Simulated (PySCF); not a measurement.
Positional isomers: benzothiophene boryl+vinyl. All species are isolated molecules in the gas phase. One relaxed conformer stands for each flexible species; it need not be the lowest. Strings in code marks are SMILES.

Method: TPSSh-D3(BJ)/def2-TZVP // B3LYP-D3(BJ)/def2-SVP (PySCF). Excitations are Tamm–Dancoff values on a coarser integration grid. The basis has no diffuse functions, so Rydberg states are missing or too high.

```tsv
species	S1–T1 gap (TDA) (eV)	S1 excitation (TDA) (eV)	S1 oscillator strength	HOMO (eV)
`C(c1sc2c(c1B)cccc2)=C`	1.15	3.44	0.048	-5.98
`c1(cc(cc2c1scc2)C=C)B`	0.81	3.31	0.062	-5.91
`c12c(cc(s2)B)c(C=C)ccc1`	0.94	3.21	0.125	-5.85
`Bc1cc2cccc(C=C)c2s1`	0.90	3.20	0.055	-5.85
`Bc1cc2ccsc2cc1C=C`	0.65	3.49	0.059	-5.81
`c12c(c(C=C)ccc2B)ccs1`	0.96	3.25	0.135	-5.86
```
